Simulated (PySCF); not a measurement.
**Assigning NMR signals**

Cartesian coordinates in Å; atom numbers follow the order of the lines, from 1:
```xyz
17

O    -3.1757    1.4182    0.1242
C    -2.1669    1.2865   -0.5210
C    -1.0963    0.3571   -0.1708
Si   -1.2721   -0.4525    1.5393
C    -0.1416    0.1228   -1.0747
C     0.9890   -0.8194   -0.8918
F     0.5946   -1.9681   -0.2518
F     1.4350   -1.2544   -2.1180
Si    2.5042   -0.0406    0.0669
F     1.9451    1.3359    0.6763
H    -2.0030    1.8695   -1.4505
H     0.0867   -0.6519    2.0608
H    -1.9911    0.4710    2.4072
H    -1.9683   -1.7240    1.3616
H    -0.1208    0.6390   -2.0293
H     2.8627   -0.9034    1.1724
H     3.5114    0.3263   -0.9107
```

Equivalent nuclei averaged, gas phase, relativity neglected, one conformer. σ from GIAO-PBE0/pcSseg-1; coordinates at the GFN2-xTB level; PySCF.

Chemical shifts δ = σref − σ; 13C (σ = 186.93 ppm), 1H (σ = 31.72 ppm) against TMS, all at this level.

Q: Assign these signals to the numbered atoms. 13C{1H} NMR (computed): δ 199.5, 165.5, 152.0, 133.1.

A: 
199.5 → C2, aldehyde carbonyl carbon: the double bond to the heteroatom, with no lone-pair donor beside it, deshields it most
165.5 → C5, β carbon of a C=C–C=O unit: conjugation with the carbonyl draws π density from the β position
152.0 → C3, α carbon of a C=C–C=O unit: the olefinic region
133.1 → C6, allylic fully substituted sp3 carbon bonded to 2 F and Si: 2 electronegative neighbours deshield it

Q: Assign these signals to the numbered atoms. 1H NMR (400 MHz, computed): δ 9.96 (s, 1H), 7.24 (m, 1H), 5.26 (m, 2H), 4.25 (s, 3H).

A: 
| δ (ppm) | atoms | environment | reason |
| --- | --- | --- | --- |
| 9.96 | H11 | hydrogen on an aldehyde carbonyl carbon | deshielded by the polar, anisotropic C=O bond |
| 7.24 | H15 | hydrogen on a β carbon of a C=C–C=O unit | olefinic region |
| 5.26 | H16/H17 | hydrogen on a silicon bonded to C, F | – |
| 4.25 | H12/H13/H14 | hydrogen on a silicon bonded to C | – |

Splittings by 19F in the carbon and heteronuclear signals aren't shown, as no couplings were computed. Shifts are as computed. Against solution values, carbons near 30 ppm lie about +3 ppm off and those near 130 ppm about +5 ppm. Of 1211 compounds with measured shifts, 218 miss one by over three times the rms of a fit or turn the order of signals round; such compounds aren't used in these exercises. No couplings were computed; multiplicities are counted from neighbouring protons, with m where these are inequivalent, close in shift, in a saturated or five-membered ring or joined by F or P, and br s for small geminal =CH2 splittings.
